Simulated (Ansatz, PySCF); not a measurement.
Dissociation curve of CH (cation, charge +1), singlet.

RKS-PBE = Ansatz (a program for electronic structure) with restricted PBE/aug-cc-pVTZ; UCCSDT = CCSDT on UHF/aug-cc-pVTZ, frozen core run with Ansatz; RMP2/6-31G* = restricted MP2 (frozen core)/6-31G*, spherical d (PySCF).

Energies are in kJ/mol, each relative to the lowest point of its own curve near equilibrium.

```
R / Å  RKS-PBE  UCCSDT  RMP2/6-31G*
-----  -------  ------  -----------
0.85     206.3   191.7        195.7
0.92     103.8    92.2         91.1
0.98      50.1    41.4         38.8
1.02      27.1    20.6         17.8
1.08       7.1     3.8          2.0
1.10       3.5     1.3          0.0
1.14       0.0     0.0          0.0
1.17       0.1     1.7          2.9
1.20       2.1     5.4          7.9
1.27      12.8    19.8         25.5
1.33      26.7    36.7         45.2
1.43      56.0    70.3         83.4
1.53      89.2   106.8        124.1
1.71     150.8   171.7        195.7
1.88     205.6       —        256.7
2.04     251.7       —        307.0
2.27     307.3       —        367.8
2.50     350.7       —        416.0
2.80     391.6       —        462.0
3.06     415.4       —        488.3
3.45     436.8       —        509.0
3.93     448.1       —        511.8
```

At the longest distance, 3.93 Å, RMP2/6-31G* lies highest above its minimum (511.8 kJ/mol) and RKS-PBE lowest (448.1 kJ/mol).

Dashes: no converged value, or the column stops at the first point that the program doubted or that broke a chosen test of continuity, which isn't proof of a fault.

The scan ran from 0.85 to 4.54 Å; beyond the distances shown full CI changes its symmetry label. The restricted form behind RKS-PBE, RMP2/6-31G* keeps the bonding electrons paired and can't separate into open-shell fragments. The unrestricted determinant behind UCCSDT is spin-contaminated at 0.85 to 3.93 Å (<S²> up to 1.1, against 0.00 for a pure singlet).
